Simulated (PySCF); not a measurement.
## `O=C/C1=C\CCCCCC1`, C9H14O

Geometry:
```tsv
atom	x (Å)	y (Å)	z (Å)
O1	2.488	-0.496	-1.372
C2	1.955	0.404	-0.762
C3	1.287	0.230	0.537
C4	0.509	1.192	1.081
C5	-0.228	2.220	0.308
C6	-1.587	1.553	-0.032
C7	-1.507	0.128	-0.603
C8	-1.313	-1.048	0.395
C9	0.009	-1.831	0.364
C10	1.207	-1.162	1.074
H11	1.997	1.451	-1.152
H12	0.108	0.995	2.085
H13	0.286	2.487	-0.627
H14	-0.405	3.148	0.874
H15	-2.212	1.536	0.878
H16	-2.116	2.204	-0.749
H17	-0.729	0.087	-1.385
H18	-2.453	-0.043	-1.141
H19	-1.508	-0.696	1.424
H20	-2.112	-1.781	0.198
H21	0.292	-2.025	-0.684
H22	-0.156	-2.821	0.821
H23	2.123	-1.737	0.874
H24	1.032	-1.144	2.162
```

Computed, not measured: TDDFT CAM-B3LYP/def2-SVPD circular dichroism and optical rotation, one conformer, gas phase (PySCF 2.14.0). Geometry: PBE0-D3(BJ)/def2-SVP.

No stereocentre is labelled: unless the shape is locked (an allene, a helicene, a hindered biaryl), the mirror image is equally populated and a measured rotation or CD is zero.

Task: Draw the ECD and absorption spectra from the lowest 12 states, each a Gaussian of half-width 0.2 eV at 1/e height.

Result: 
```tsv
E (eV)	λ (nm)	Δε (L mol⁻¹ cm⁻¹)	ε (L mol⁻¹ cm⁻¹)
3.25	381	+0.02	0.416
3.40	364	+0.49	10.1
3.55	349	+3.82	79.2
3.70	335	+9.74	202
3.85	322	+8.08	168
4.00	310	+2.17	45.2
4.15	299	+0.19	3.95
4.30	288	+0.01	0.112
4.45	278	0.00	0
4.60	269	-0.02	4.38
4.75	261	-0.88	191
4.90	253	-12.45	2710
5.05	245	-57.29	12500
5.20	238	-85.58	18600
5.35	232	-41.50	9020
5.50	225	-6.53	1420
5.65	219	-0.33	72.6
5.80	214	0.00	1.3
5.95	208	+0.16	5.76
6.10	203	+3.23	116
6.25	198	+21.09	756
6.40	194	+44.69	1600
6.55	189	+30.20	1150
6.70	185	+0.26	912
6.85	181	-26.80	3430
7.00	177	-40.73	6240
7.15	173	-20.94	4780
7.30	170	+9.58	5150
7.45	166	+46.55	9120
```
Δε uses R in velocity form, ε uses f in length form. Only the states computed contribute, so the short-wavelength end is incomplete.
